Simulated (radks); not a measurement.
Problem. These are the eigenvalues of the occupied orbitals of an atom or ion with whole-number occupations (eV). Calculated with a radial shooting solver on a logarithmic mesh with Libxc functionals: non-relativistic Kohn-Sham, TPSS, spin-polarised, spherical densities, point nucleus; meta-GGA in the generalised Kohn-Sham scheme.

1s down: -41555.97
1s up: -41555.96
2s up: -6851.421
2s down: -6849.601
2p up: -6511.785
2p down: -6510.430
3s up: -1792.507
3s down: -1791.932
3p up: -1644.709
3p down: -1643.898
3d up: -1371.358
3d down: -1369.766
4s up: -641.1529
4s down: -635.9645
4p up: -582.9641
4p down: -577.8102
4d up: -479.9609
4d down: -474.9080

Which element is it, and in what charge state? The configuration may be excited. Open shells, if any, are filled with parallel spins first.

Solution. Z = 60, neodymium, charge +17: Nd17+ in [Kr] 4d7. The list shows which subshells hold electrons but not how many an open one holds; the 1s level, -1527.2 hartree, gives Z - s = 55.3 by -(Z - s)^2/2, which with screening narrows Z to a few neighbours, and the depths of the outer levels then fix element, charge and occupations together.
